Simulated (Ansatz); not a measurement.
`C#[C][Zr]([F])([F])[Cl]` + H–F → `[F][Zr]([F])([F])[Cl]` + `C#C`  (ligand exchange at a Zr–C bond)

Gas-phase electronic energies from Ansatz, PBE0-D4/def2-TZVP geometries. CCSD(T)/CBS is the MP2 limit (def2-TZVPP, def2-QZVPP) plus CCSD(T) − MP2 in def2-TZVPP, frozen cores. This one scheme is used for every species. DFT in def2-TZVPP. HSE06 is defined as in plane-wave codes. def2 core potentials past Kr. For Zr outer-core shells are correlated without core-valence functions, which leaves a few kJ/mol of doubt a bond.

`C#[C][Zr]([F])([F])[Cl]`:

Cartesian coordinates in Å:
```
C -2.198 0.219 0.344
C -1.008 0.091 0.137
Zr 1.110 -0.150 -0.251
F 1.539 0.749 -1.851
F 1.485 -1.987 -0.443
Cl 2.315 0.746 1.537
H -3.244 0.332 0.526
```

H–F:

Z-matrix (Å, degrees):
```
F
H 1 0.920
```

`[F][Zr]([F])([F])[Cl]`:

Z-matrix (Å, degrees):
```
Zr
F 1 1.887
F 1 1.887 2 109.0
Cl 1 2.339 2 109.9 3 120.5
F 1 1.887 2 109.0 3 -118.9
```

`C#C`:

Cartesian coordinates in Å:
```
C -0.307 0.364 -0.362
C 0.307 -0.364 0.362
H -0.854 1.013 -1.006
H 0.854 -1.013 1.006
```

Q: Is it downhill or uphill in electronic energy at CCSD(T)/CBS, and by how much? (Estimate.)

A: The calculation gave: Downhill: ΔE = -34.5 kcal/mol.

Q: What do these levels give: revPBE-D4, r2SCAN-D4, B97M-V, ωB97X-V, BLYP, r2SCAN, PBE0, r2SCAN0, HSE06, BHLYP, HF/def2-TZVPP, MP2/def2-TZVPP? (An estimate is asked.)

A: The calculation gave: revPBE-D4 -35.3, r2SCAN-D4 -37.1, B97M-V -36.8, ωB97X-V -38.4, BLYP -38.4, r2SCAN -37.3, PBE0 -36.1, r2SCAN0 -36.5, HSE06 -35.8, BHLYP -37.9, HF/def2-TZVPP -37.5, MP2/def2-TZVPP -33.1 kcal/mol.

Q: What do rigid-rotor, harmonic-oscillator terms from PBE0-D4/def2-TZVP frequencies (298.15 K, 1 bar) make of the CCSD(T)/CBS value? (Best estimate.)

A: Ansatz gave: ΔZPE = +0.9 kcal/mol, ΔH = -34.4 kcal/mol, ΔS = -20 J/(mol·K), ΔG = -32.9 kcal/mol.

Largest T1 diagnostic among the species: 0.017.

Leaving LDA and LC-ωPBE aside and taking each functional with its dispersion term where it has one, the values, not all of them listed here, spread over 4.0 kcal/mol, from CAM-B3LYP-D4 to PBE-QIDH. The D4 term adds +1.3 kcal/mol with B3LYP and +0.8 kcal/mol with PBE0; it sums over pairs of atoms, weighted by their polarisabilities, and B3LYP, whose exchange is more repulsive, gets the larger term.

B3LYP here is the variant with VWN-RPA as its local correlation; programs differ in this.
